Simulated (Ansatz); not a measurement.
The same path of ClH3O2Si + H3P (11 atoms, charge 0, multiplicity 1) was run twice with different band settings. Lost on the way: Si1–H2, P8–H11. Made: Si1–P8, H2–H11.

Method: RKS CAM-B3LYP-D4/def2-SVP (Ansatz 0.2.0).

Relaxed end points:

```xyz
11
Properties=species:S:1:pos:R:3
Si -0.535 -0.769 -0.082
H -1.193 -1.990 0.409
O 1.057 -0.649 0.352
H 1.710 -1.102 -0.193
O -1.329 0.519 0.520
H -0.852 1.366 0.514
Cl -0.579 -0.832 -2.154
P 1.374 2.483 0.696
H 1.923 3.781 0.886
H 2.308 2.089 -0.298
H 2.067 1.881 1.777
```

```xyz
11
Properties=species:S:1:pos:R:3
Si 0.151 0.512 -0.514
H 0.885 -0.188 3.205
O 1.427 -0.367 -1.052
H 1.241 -1.124 -1.620
O -0.857 0.751 -1.795
H -1.782 0.963 -1.629
Cl -0.916 -0.541 0.929
P 0.841 2.411 0.440
H 1.760 1.735 1.291
H 1.804 2.660 -0.579
H 1.397 -0.038 3.752
```

Common settings: movable images 7; climbing image yes; spring 5.0 eV/Å²; optimiser quadratic models (default); start path through a guess of the saddle point; force threshold 0.05 eV/Å; end points relaxed.

| run | iteration limit |
| --- | --- |
| 1 | 60 |
| 2 | 3 |

(1) What does each run give, and how far can it be trusted?

Results:

(1) Run 1: converged after 27 iterations, highest image 3.063 eV above the first end. Neighbouring images differ by up to 2.9 eV, so the band resolves the path poorly. A vibrational analysis at the climbing image gives one clearly imaginary mode, 1306i cm⁻¹: a first-order saddle point.
Run 2: not converged after 3 iterations, highest image 5.345 eV above the first end. The band didn't meet its force threshold, so its energies are provisional: the largest band force was still 29.91 eV/Å, and over the last iterations the top moved between 5.34 and 63.60 eV.
The orbitals stay closed-shell, which can raise the energy where a bond breaks towards radicals; this wasn't checked here.
